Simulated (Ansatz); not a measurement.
`O[SiH2]NC1=CB1`. The species carries charge 0 and has multiplicity 1. All single points use the PBE0-D4/def2-TZVP geometry. It is one conformer, not always the lowest.

```xyz
12

O     2.502   -0.455    0.453
Si    1.354   -0.758   -0.679
N     0.152    0.489   -0.831
C    -0.942    0.593   -0.045
C    -1.577   -0.055    0.968
B    -2.195    1.170    0.482
H     2.250   -0.476    1.377
H     2.079   -0.809   -1.965
H     0.619   -2.003   -0.355
H     0.280    1.248   -1.483
H    -1.477   -0.939    1.582
H    -3.045    1.994    0.497
```

**Question.** What is the dipole moment at r2SCAN/def2-TZVPP? (Estimate.)

**Answer.** The calculation gave: 1.05 D, with components (1.00, -0.34, -0.03) D in this frame, pointing from negative to positive charge.

**Question.** And with PBE, B3LYP, ωB97M-V? (Best estimate.)

**Answer.** Computed: PBE 1.15 D, B3LYP 0.98 D, ωB97M-V 0.95 D.

**Question.** Give the Mulliken charges with r2SCAN, PBE, B3LYP in def2-TZVPP. (An estimate is asked.)

**Answer.** Ansatz gave: 
| atom | r2SCAN | PBE | B3LYP |
| --- | --- | --- | --- |
| O1 | -0.40 | -0.34 | -0.38 |
| Si2 | 0.53 | 0.41 | 0.51 |
| N3 | -0.31 | -0.18 | -0.25 |
| C4 | 0.19 | 0.14 | 0.15 |
| C5 | -0.15 | -0.13 | -0.15 |
| B6 | -0.19 | -0.24 | -0.23 |
| H7 | 0.20 | 0.19 | 0.19 |
| H8 | -0.08 | -0.06 | -0.07 |
| H9 | -0.09 | -0.08 | -0.08 |
| H10 | 0.17 | 0.16 | 0.15 |
| H11 | 0.11 | 0.12 | 0.14 |
| H12 | 0.01 | 0.01 | 0.04 |

B3LYP here is the variant with VWN-RPA as its local correlation; programs differ in this.
